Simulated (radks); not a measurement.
Task: The mean radii <r> (bohr) of the occupied orbitals of an atom or ion are listed with their occupations. Calculated with a radial shooting solver on a logarithmic mesh with Libxc functionals: Dirac Kohn-Sham, PBE, spin-unpolarised, spherical densities, point nucleus.

| orbital | occ. | <r> |
|---|---|---|
| 1s1/2 | 2 | 0.02100 |

Name the element and its charge. Open shells, if any, are shared by 2j + 1.

Result: Z = 66, dysprosium, charge +64: Dy64+ in [He]. The 1s radius gives Z: for a bare nucleus <r> = (2 gamma + 1)/(2Z) with gamma = sqrt(1 - (Z/c)^2), 0.02085 bohr for Z = 66, and screening makes it slightly larger (0.02100 here). The occupations add up to 2, and the charge is Z minus that.
